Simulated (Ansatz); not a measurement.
A structure relaxed at PBE-D4/def2-SVP in Ansatz, charge 1, singlet:

```xyz
47

N    -1.6412    1.6819   -0.9592
Si    3.0263    2.2575    1.5667
Si    3.9764   -1.2204    0.2449
Si   -0.7236    3.3023    1.9631
Si    0.3050   -0.3713    1.1271
Si   -3.4263    0.5693    1.7944
Si   -2.3102   -3.1389    1.2329
Si    1.6738    1.1052   -1.9295
Si   -0.9615   -1.5605   -2.0943
Si    1.2552   -3.9724    0.0762
Si    1.4934    4.0464    1.6234
Si    2.3120    0.4506    0.2332
Si    3.3026   -3.2160   -0.8106
Si   -0.1914    2.5387   -1.8270
Si   -1.3529    1.2818    0.9056
Si   -0.4337   -2.3262    0.0616
Si   -4.1190   -1.6290    1.2729
Si   -2.4233    0.2810   -1.9664
Si    0.8600   -0.6470   -3.2854
H     4.3598    2.7476    1.0664
H     3.1898    1.6986    2.9568
H     4.2538   -1.4945    1.7010
H     5.2155   -0.6510   -0.3951
H    -0.9123    2.9530    3.4170
H    -1.7367    4.3535    1.5790
H     0.4014   -0.5590    2.6225
H    -3.1698    0.6703    3.2761
H    -4.4649    1.5946    1.4086
H    -2.3806    2.4112   -0.9306
H    -1.8361   -3.3840    2.6424
H    -2.7512   -4.4428    0.6214
H     2.7136    1.9315   -2.6442
H    -1.7282   -2.5613   -2.9221
H     1.4429   -4.3359    1.5270
H     0.7427   -5.1753   -0.6719
H     1.8365    4.9763    2.7571
H     1.5642    4.8115    0.3290
H     4.3550   -4.2706   -0.5826
H     3.1589   -2.9833   -2.2905
H    -0.0431    3.8059   -1.0399
H    -0.7591    2.8571   -3.1821
H    -4.8024   -1.6258   -0.0683
H    -5.1123   -2.0508    2.3234
H    -3.7345    0.0717   -1.2705
H    -2.6652    0.9291   -3.3012
H     1.9143   -1.6698   -3.5984
H     0.3262   -0.0406   -4.5598
```

(1) Give its formula and point group.

(2) Summarise the bond lengths by kind (pairs closer than 1.2 times the sum of covalent radii, bridged metal pairs left out).

Answers

(1) Si₁₈NH₂₈⁺, a doped nanocrystal cut from the lattice of silicon (N on a surface site). Point group Cs (tolerance 0.1 Å).

(2) 21 × Si–Si 2.35 to 2.37 Å; 3 × N–Si 1.89 to 1.93 Å; 27 × H–Si 1.50 to 1.51 Å; 1 × H–N 1.04 Å.

Single mean-field runs in def2-SVP are fitted with def2-universal-jkfit. Another isomer (singlet) lies 0.14 eV lower at PBE0-D4/def2-TZVP; other spin states weren't run for this one.
